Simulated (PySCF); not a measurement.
Polarisability and C₆ of Sb³⁺ (antimony, charge +3)

[Kr] 4d10 5s2, closed-shell 1S. Calculation: PySCF 2.14, in aug-cc-pVQZ-DK3 (9s8p6d3f2g, 102 functions); scalar relativity by spin-free X2C-1e. Coupled (time-dependent) response in atomic units; α is the mean over directions.

```csv
method,mean α (bohr³),C₆ (like pair),S(−4)
UHF,12.12,56.74,60.80
PBE,10.30,46.79,41.51
PBE0,10.74,49.10,45.81
```

S(−4) is the Cauchy moment in α(ω) = α(0) + S(−4) ω² + …

α(iu) at UHF:

```tsv
u (hartree)	α(iu) (bohr³)
0	12.12
0.0500	11.97
0.100	11.55
0.200	10.14
0.300	8.506
0.500	5.835
0.750	3.906
1.00	2.867
1.50	1.838
2.00	1.326
3.00	0.8021
5.00	0.3806
```

A single London oscillator, α(iu) = α/(1 + u²/ω²), gives C₆ = (3/4) ω α². Matching the computed C₆ needs ω = 4 × 56.74 / (3 × 12.12²) = 0.515 hartree.

For an ion, C₆ is the dispersion term alone; charge-induced terms of lower order in 1/R come first.
